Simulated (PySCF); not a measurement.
A mixed set of molecules.

All values: CAM-B3LYP/def2-SVPD (PySCF) at GFN2-xTB geometries, gas phase, one conformer each. Core orbitals are frozen in the response; Δα² is half the sum of the squared differences of the principal polarisabilities.

(1) Rank by polarisability anisotropy Δα, highest first.
A. `[CH2:1]=[CH:2][CH2:3][N:4]([CH3:5])[NH2:6]` with C1–C2–C3–N4 -136°, C2–C3–N4–C5 172°, C3–N4–N6–H -78° and 162°
B. `C#Cc1nncc(C)n1`
C. `C1PC1`
D. `FC(F)(F)C1[SiH2]C[SiH2]1`
E. `[CH2:1]=[CH:2][n:3]1[n:4][cH:5][cH:6][c:7]1[C:8]#[N:9]` with C1–C2–N3–N4 0°

(2) Rank by dipole moment, lowest first.
A. `[CH2:1]=[CH:2][n:3]1[n:4][cH:5][cH:6][c:7]1[C:8]#[N:9]` with C1–C2–N3–N4 0°
B. `C1CP1`
C. `[CH3:1][NH:2][NH:3][CH:4]1[CH2:5][CH2:6]1` with C1–N2–N3–C4 84°, N2–N3–C4–C5 142°
D. `Cc1ncc(C#N)cn1`
E. `[CH2:1]=[CH:2][CH2:3][N:4]([CH3:5])[NH2:6]` with C1–C2–C3–N4 -136°, C2–C3–N4–C5 172°, C3–N4–N6–H -78° and 162°
F. `C#CC1=NN=CC(C)=N1`

## Answers

(1) B (10.52 Å³), E (8.88 Å³), A (4.01 Å³), D (2.70 Å³), C (1.84 Å³).

(2) B (1.13 D), C (1.58 D), E (1.98 D), A (2.32 D), D (2.95 D), F (3.28 D).

All values together:

```tsv
SMILES	formula	μ (D)	HOMO (eV)	LUMO (eV)	α (Å³)	Δα (Å³)	electrons	α per electron (Å³)
C1CP1	C2H5P	1.13	-8.78	1.29	7.14	1.84	32	0.223
C#Cc1nncc(C)n1	C6H5N3	3.28	-8.36	-1.01	13.31	10.52	62	0.215
Cc1ncc(C#N)cn1	C6H5N3	2.95	-9.34	-1.06	12.81	10.33	62	0.207
C[C@@H]1CCNN1	C4H10N2	2.09	-8.31	1.33	9.30	1.72	48	0.194
FC(F)(F)C1[SiH2]C[SiH2]1	C3H7F3Si2	3.19	-9.80	0.36	12.78	2.70	80	0.160
C=Cn1nccc1C#N	C6H5N3	2.32	-8.63	-0.84	13.39	8.88	62	0.216
CNNC1CC1	C4H10N2	1.58	-8.07	1.42	9.66	2.57	48	0.201
C=CCN(C)N	C4H10N2	1.98	-7.88	1.31	10.29	4.01	48	0.214
```

Conformers: `[CH3:1][C@@H:2]1[CH2:3][CH2:4][NH:5][NH:6]1` with C1–C2–C3–C4 -128°, C2–C3–C4–N5 -15°, C3–C4–N5–N6 31°, C4–N5–N6–C2 -36°; `[CH2:1]=[CH:2][n:3]1[n:4][cH:5][cH:6][c:7]1[C:8]#[N:9]` with C1–C2–N3–N4 0°; `[CH3:1][NH:2][NH:3][CH:4]1[CH2:5][CH2:6]1` with C1–N2–N3–C4 84°, N2–N3–C4–C5 142°; `[CH2:1]=[CH:2][CH2:3][N:4]([CH3:5])[NH2:6]` with C1–C2–C3–N4 -136°, C2–C3–N4–C5 172°, C3–N4–N6–H -78° and 162°.

Task: How closely does the mean polarisability follow the number of electrons in this set?

Result: The correlation coefficient is 0.88; α per electron runs from 0.160 to 0.223 Å³.
